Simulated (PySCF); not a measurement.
CdClH₂N, SMILES [Cl][Cd][NH2].

Coordinates come from a B3LYP-D3(BJ)/def2-TZVP optimisation. The def2 effective core potentials stand for the cores of Cd; spin–orbit coupling is left out. Other conformers were not sampled.

Calculation: C-PCM-M06-2X/def2-SVP run with PySCF.

The values are the electrostatic part of the solvation free energy, E(continuum) − E(gas) at the gas-phase geometry, in a cavity of scaled van der Waals radii (PySCF's table); cavitation and dispersion terms are not included. A continuum can't describe solvent molecules that bind to the metal. In vacuum the orbital gap is 7.89 eV. The dipole moment in vacuum is 2.75 D.

| solvent | ε | ΔG(elec) (kcal/mol) | dipole (D) | gap (eV) |
|---|---|---|---|---|
| water | 78.36 | -17.0 | 3.39 | 8.25 |
| ethanol | 24.85 | -16.4 | 3.37 | 8.24 |
| chlorobenzene | 5.70 | (withheld) | (withheld) | (withheld) |

Question: Fill in the missing entries. (Estimate from the structure and the level; the computed values follow.)

Answer: 
- chlorobenzene, ΔG(elec) (kcal/mol): -13.7
- chlorobenzene, dipole (D): 3.27
- chlorobenzene, gap (eV): 8.18
